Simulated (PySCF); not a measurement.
C6H10N2Si.
Geometry (GFN2-xTB, Å), atoms numbered from 1 in this order:
```xyz
19
C6H10N2Si angstrom
C      2.6262   -0.2175   -0.9389
N      1.1989   -0.4524   -0.9167
C      0.5322    0.2761    0.1246
Si     0.3162   -0.5849    1.8134
C     -0.8805   -0.1759    0.4405
C     -1.8852   -0.7919   -0.4557
C     -2.1682    0.5565    0.1770
C     -2.1083    1.7054   -0.6503
N     -2.0218    2.6281   -1.3247
H      3.0454   -0.5712    0.0046
H      2.8929    0.8439   -1.0561
H      3.0701   -0.7835   -1.7563
H      0.7960   -0.2177   -1.8213
H      0.6708    1.3643    0.0931
H      0.2567    0.2378    3.0082
H      0.7105   -1.9737    1.9223
H     -1.6857   -0.8167   -1.5186
H     -2.4639   -1.6334   -0.1019
H     -2.9120    0.6159    0.9645
```

NICS = −σ at a ghost point: NICS(0) at the centroid of the ring atoms, NICS(1) 1 Å to either side along the normal of their mean plane, zz for the tensor component along that normal. Level: GIAO PBE0/pcSseg-1 (PySCF, non-relativistic, gas phase) on the GFN2-xTB geometry, one conformer.

Ring bond lengths (Å), with Mayer bond orders in brackets: C3–Si4 1.908 (0.91), Si4–C5 1.867 (0.88), C5–C3 1.517 (0.86); C5–C6 1.481 (0.92), C6–C7 1.516 (0.93), C7–C5 1.505 (0.86).

Task: What do the NICS probes read (ppm)?

Result: 
```
     ring                                              type  NICS(0)  NICS(1), two faces  NICS(1)zz, two faces  rms pucker (Å)  centre to ring atoms, mean (Å)
C3–Si4–C5  3-membered ring with Si; formal bonds all single    -23.9         -7.8 / -5.5         -15.3 / -11.8            0.00                            1.02
 C5–C6–C7    3-membered carbocycle; formal bonds all single    -41.5         -7.2 / -7.3         -22.6 / -18.2            0.00                            0.87
```

Task: What can be read from them?

Result: 
- C3–Si4–C5: mean NICS(1)zz -13.5 ppm, shielded. C3, Si4, C5 have four or more neighbours, so the value isn't read as a sign of a π ring current. The two faces differ by 3.5 ppm, so no symmetry operation interchanges them. NICS(0) lies 17 ppm below the mean NICS(1).
- C5–C6–C7: mean NICS(1)zz -20.4 ppm, shielded. C5, C6, C7 have four or more neighbours; no verdict on aromaticity is drawn. The two faces differ by 4.4 ppm, so no symmetry operation interchanges them. NICS(0) lies 34 ppm below the mean NICS(1).

Task: What field does 9.4 T along the ring normal induce along that normal at the second NICS(1) probe listed for ring C5–C6–C7, 1 Å off the ring?

Result: NICSzz × B0 = -18.2 ppm × 9.4 T = -171 μT, against the applied field.

Task: Give the inner angles of the rings and the Hirshfeld charges of the ring atoms.

Result: 
- C3–Si4–C5: C3 64.9° (-0.066 e), Si4 47.4° (+0.312 e), C5 67.7° (-0.087 e); sum 180.0° against 180° for a flat convex ring.
- C5–C6–C7: C5 61.0° (-0.087 e), C6 60.3° (-0.066 e), C7 58.7° (-0.023 e); sum 180.0° against 180° for a flat convex ring.

Task: How shielded are the nuclei of the rings and their hydrogens (means over atoms taken as equivalent)?

Result: 
```csv
atoms,environment,σ isotropic (ppm),"principal values of the symmetric part, first atom (ppm)"
C3,sp3 carbon bound to nitrogen,141.0,"109.6, 119.0, 194.4"
Si4,SiH2 silicon,471.3,"380.1, 393.9, 639.8"
C5,sp3 carbon bound to silicon,165.6,"106.6, 190.7, 199.6"
C6,three-membered-ring carbon,168.0,"139.2, 166.7, 198.1"
C7,sp3 carbon next to a nitrile,177.3,"145.0, 170.7, 216.1"
H14,methine hydrogen,28.69,"24.0, 27.6, 34.4"
H15,Si–H hydrogen,28.58,"23.2, 26.2, 36.3"
H16,Si–H hydrogen,28.62,"23.6, 26.5, 35.7"
H17,methylene hydrogen,30.27,"25.2, 28.3, 37.4"
H18,methylene hydrogen,30.14,"24.1, 26.0, 40.3"
H19,methine hydrogen,30.01,"22.2, 27.6, 40.2"
```
